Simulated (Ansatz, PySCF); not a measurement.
C2H7ClFNSi, SMILES CC[Si@@](F)(N)Cl. Atoms are numbered in the order given.

```xyz
13

C     -2.0216    -0.7190     1.3150
C     -1.3303     0.5822     0.8859
Si     0.3357     0.3292     0.0808
N      1.4539    -0.4285     1.1457
F      0.8458     1.7891    -0.4781
Cl     0.2013    -0.8958    -1.5933
H     -1.3963    -1.2872     2.0329
H     -2.1976    -1.3803     0.4427
H     -3.0018    -0.5236     1.7950
H     -1.1739     1.2592     1.7561
H     -1.9588     1.1582     0.1731
H      1.6328    -0.0170     2.0650
H      2.2947    -0.8710     0.7679
```

Geometry optimised at PBE-D3(BJ)/def2-SVP. The structure was generated by enumeration; whether it is a known compound was not checked. Other conformers were not sampled.

Vertical ionisation energy (IE) and electron affinity (EA) in eV. Rows of orbital energies are one-electron estimates. Where ΔSCF, EOM or ADC give a negative EA the extra electron is unbound and the value depends on the basis.

```csv
level,IE,EA
"−ε(HOMO), −ε(LUMO), HF/def2-TZVP (PySCF)",11.86,-3.15
"−ε(HOMO), −ε(LUMO), PBE/def2-TZVP (PySCF)",6.64,0.31
"ΔSCF, PBE0/def2-SVPD (Ansatz), final states of multiplicity 2 and 2",10.39,-1.24
"ΔSCF, PBE/def2-SVPD (Ansatz), final states of multiplicity 2 and 2",?,?
```

### Question
Complete the blanks. (The exact figures need the calculation; the answer reports its results.)

### Answer

- ΔSCF, PBE/def2-SVPD (Ansatz, a quantum-chemistry and plane-wave program), final states of multiplicity 2 and 2, IE: 9.89
- ΔSCF, PBE/def2-SVPD (Ansatz), final states of multiplicity 2 and 2, EA: -1.01

### Question
What vertical singlet–triplet gap does ΔSCF give with PBE0/def2-SVPD (Ansatz) and with PBE/def2-SVPD (Ansatz)? (The exact figures need the calculation; the answer reports its results.)

### Answer
6.61 and 6.35 eV (triplet above singlet where positive).
